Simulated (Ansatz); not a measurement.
Reaction (formal exchange of groups at a B–C bond): `O[SiH2]CBF` + `BN` → `NBBF` + `C[SiH2]O`

Gas-phase electronic energies from Ansatz, PBE0-D4/def2-TZVP geometries. CCSD(T)/CBS is the MP2 limit (def2-TZVPP, def2-QZVPP) plus CCSD(T) − MP2 in def2-TZVPP, frozen cores. This one scheme is used for every species. One conformer a species, not always the lowest.

```csv
species,HF/def2-QZVPP energy (Eh)
`O[SiH2]CBF`,-529.53567
`BN`,-81.53399
`NBBF`,-205.75699
`C[SiH2]O`,-405.29096
```

Task: Work out ΔE.

Result: ΔE = (-205.75699) + (-405.29096) − (-529.53567) − (-81.53399) = 0.02171 Eh = +57.0 kJ/mol. CCSD(T)/CBS gives +56.6 kJ/mol.

Largest T1 diagnostic among the species: 0.015.

Leaving LDA and LC-ωPBE aside and taking each functional with its dispersion term where it has one, the values, not all of them listed here, spread over 8.0 kJ/mol, from PBE-D4 to r2SCAN0-D4. LDA lies +8.6 kJ/mol from PBE without D4. From BLYP to BHLYP (50 % exact exchange), in def2-TZVPP and without D4, ΔE moves by +7.6 kJ/mol.
